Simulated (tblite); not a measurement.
Compound: C8H12PS (charge -1).
SMILES with atom numbers: `[CH3:1][C:2]([CH3:3])([CH3:4])[P-:5][c:6]1[cH:7][cH:8][cH:9][s:10]1` (hydrogens: H11, H12, H13 on C1; H14, H15, H16 on C3; H17, H18, H19 on C4; H20 on C7; H21 on C8; H22 on C9)

Geometry (GFN2-xTB, Å), atoms numbered from 1 in this order:
```
atom  x, y, z in Å
C1    -1.431   -0.830   -1.159
C2    -1.438   -0.129    0.197
C3    -2.690   -0.557    0.967
C4    -1.469    1.387    0.012
P5     0.027   -0.682    1.291
C6     1.472   -0.199    0.425
C7     2.741   -0.444    0.934
C8     3.793    0.000    0.128
C9     3.384    0.600   -1.023
S10    1.646    0.623   -1.125
H11   -0.562   -0.530   -1.739
H12   -2.331   -0.576   -1.726
H13   -1.396   -1.910   -1.019
H14   -2.712   -0.078    1.945
H15   -3.594   -0.282    0.417
H16   -2.686   -1.635    1.122
H17   -2.369    1.688   -0.530
H18   -1.460    1.881    0.983
H19   -0.600    1.720   -0.551
H20    2.871   -0.942    1.881
H21    4.835   -0.119    0.389
H22    3.958    1.031   -1.820
```

All values are computed: GFN2-xTB (tblite) harmonic vibrations without scaling, gas phase. Against measured fundamentals such values can be off by several per cent, at times by over 20. One conformer, not necessarily the lowest.

Harmonic wavenumbers (cm⁻¹): 36.7, 83.5, 126.2, 172.5, 189.9, 199.5, 232.4, 232.7, 268.6, 277.7, 359.0, 387.8, 396.4, 406.3, 450.0, 489.0, 589.8, 606.8, 623.0, 713.0, 735.7, 817.5, 826.4, 848.6, 951.1, 958.2, 960.1, 992.2, 1024.0, 1026.0, 1072.4, 1108.1, 1169.2, 1194.2, 1218.6, 1222.3, 1314.5, 1389.0, 1391.3, 1413.1, 1431.3, 1487.8, 1494.0, 1500.2, 1501.1, 1503.2, 1506.4, 1516.6, 2932.9, 2937.2, 2948.7, 3000.3, 3007.6, 3008.6, 3013.0, 3038.6, 3042.0, 3042.5, 3090.1, 3128.6.

A = 2139, B = 647.6, C = 557.6 MHz; mass 171.040 u (most abundant isotopes); point group Cs, symmetry number 1.

Problem. Zero-point energy?

Solution. ½Σν̃ = 38302 cm⁻¹ = 458.19 kJ/mol.

Problem. Give the ideal-gas entropy at 200 K and 1 bar in the rigid-rotor, harmonic-oscillator model (classical rotation).

Solution. Translation 164.68, rotation 122.26, vibration 92.63: S = 379.6 J/(mol K).

Problem. And Cp and H(200 K) − H(0)?

Solution. Cp = 143.57 J/(mol K), of which vibrations give 110.31 (their classical limit is 60 R = 498.9); H(200 K) − H(0) = 17.21 kJ/mol without the zero-point energy, 10.56 from vibrations.

Problem. How do the functions run with temperature in this model?

Solution. 
| T (K) | S (J/(mol K)) | Cp (J/(mol K)) | H − H(0) (kJ/mol) | G − H(0) (kJ/mol) | ln q(vib) |
| --- | --- | --- | --- | --- | --- |
| 150 | 342.3 | 116.7 | 10.70 | -40.64 | 3.23 |
| 250 | 414.4 | 169.4 | 25.04 | -78.56 | 6.39 |
| 298.15 | 446.3 | 193.8 | 33.79 | -99.28 | 7.94 |
| 400 | 510.1 | 241.9 | 56.02 | -148.03 | 11.23 |
| 600 | 623.0 | 315.3 | 112.21 | -261.61 | 17.54 |
| 900 | 765.3 | 385.6 | 218.22 | -470.59 | 26.36 |

q(vib) and H(0) count from the zero-point level.

Problem. Blend soft modes into free rotors: weight 1/[1 + (100 cm⁻¹/ν̃)⁴] for the oscillator and the rest for a rotor with moment μB/(μ + B), μ = h/(8π²ν), B = 10⁻⁴⁴ kg m². What vibrational entropy results?

Solution. 87.17 J/(mol K) in place of 92.63, which changes −T·S at 200 K by +1.09 kJ/mol.

Problem. Which modes carry the vibrational entropy at 200 K?

Solution. 36.7 cm⁻¹: 19.41; 83.5 cm⁻¹: 12.68; 126.2 cm⁻¹: 9.40; 172.5 cm⁻¹: 7.03; 189.9 cm⁻¹: 6.34; 199.5 cm⁻¹: 5.99 J/(mol K); the other 54 give 31.78 together.

Hindered rotation and anharmonicity are outside this model. Other conformers, if any are populated, would add a mixing term that is left out.
